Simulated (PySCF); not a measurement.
Several structures and their simulated spectra, in scrambled order.

A. `c1cccc2cc(C)[pH]c21`
B. `C=C(C)c1ccoc1`
C. SMILES [SiH2](C1=NN=CN=C1C)O[SiH3]

Spectrum 1. 13C{1H} NMR (computed): δ 168.8 (C), 168.8 (C), 162.2 (CH), 23.8 (CH3).

Spectrum 2. 13C{1H} NMR (computed): δ 155.8 (C), 153.9 (C), 147.5 (C), 143.5 (CH), 135.7 (CH), 133.1 (CH), 129.7 (CH), 127.9 (CH), 21.9 (CH3).

Spectrum 3. 13C{1H} NMR (computed): δ 148.3 (CH), 144.1 (CH), 142.4 (C), 134.5 (C), 116.1 (CH2), 114.4 (CH), 23.5 (CH3).

- geometry from GFN2-xTB
- shielding tensors at PBE0/pcSseg-1 (GIAO)
- program: PySCF 2.14
- relativity neglected, in vacuum, one conformer, averaged over atoms made equivalent by symmetry, fast rotation or ring inversion

Referencing at the same level of theory: 13C against TMS. Splittings of carbon signals by F and P are missing where no couplings were computed. Shifts are as computed. Against solution values, carbons near 30 ppm lie about +3 ppm off and those near 130 ppm about +5 ppm. Of 1211 compounds with measured shifts, 218 miss one by over three times the rms of a fit or turn the order of signals round; such compounds aren't used in these exercises.

Q: Which spectrum belongs to which compound?

A: 1–C, 2–A, 3–B.

- Spectrum 1 (C): 4 13C signals; δC 23.8 is a methyl carbon on an aromatic ring; δC 168.8 is a substituted aromatic carbon next to a ring nitrogen.
- Spectrum 2 (A): 9 13C signals; δC 135.7 is an aromatic CH; δC 133.1 is an aromatic CH.
- Spectrum 3 (B): 7 13C signals; δC 142.4 is a fully substituted alkene carbon; δC 116.1 is a terminal =CH2 carbon.
